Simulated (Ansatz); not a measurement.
Pulling on the B1–H3 bond in BFHI (SMILES FBI) (multiplicity 1 held, fragments rigid). Energies count from the point at 1.186 Å.
Geometry at that point (charge 0, multiplicity 1):
```tsv
atom	x (Å)	y (Å)	z (Å)
B	-0.2447	-1.3335	0.8064
F	0.7923	-1.7438	1.4967
H	-1.2601	-1.9458	0.8179
I	-0.0877	0.4586	-0.3457
```

R- and RO- levels are restricted; in cc, def2 and unpolarised 6-31G sets they are followed outwards from rest. Unrestricted levels (U-) break spin symmetry where that is lower. Active spaces are followed from a long bond inwards. Levels need not reach the same state.

Cores are frozen in the correlated methods. Filled d and f shells under p-block atoms count as core.

Run with Ansatz (an electronic-structure program). Values without a source in brackets are computed. In def2 rows elements past Kr take small-core potentials, without spin–orbit coupling.

Energies in kcal/mol.

```
R (Å)  R-HF/def2-SVP  U-CCSD/def2-SVP  R-CCSDT(Q)/def2-SVP  FIC-MRCISD+Q on CASSCF(2,2)/def2-SVP
-----  -------------  ---------------  -------------------  ------------------------------------
0.949           27.5             28.3                 28.5                                  28.4
1.067            5.7              6.3                  6.4                                   6.3
1.186            0.0              0.0                  0.0                                   0.0
1.304            3.5              2.7                  2.6                                   2.6
1.423           12.0             10.3                 10.0                                  10.1
1.601           29.3             25.7                 25.1                                  25.3
1.779           48.1             42.2                 41.2                                  41.5
2.075           78.2             67.6                 64.8                                  65.3
2.372          104.3             86.7                 82.1                                  82.6
2.727          130.0             99.3                 94.5                                  95.1
3.202          156.1            104.0                101.6                                 102.3
3.794          179.1            105.0                104.0                                 104.9
```

Doubts at one or more of the structures used: a restricted determinant that unrestricted orbitals would lower (R-HF/def2-SVP, R-CCSDT(Q)/def2-SVP); a spin-contaminated determinant (U-CCSD/def2-SVP); T1 above 0.05 (U-CCSD/def2-SVP, R-CCSDT(Q)/def2-SVP); other coupled-cluster roots lie near (R-CCSDT(Q)/def2-SVP).
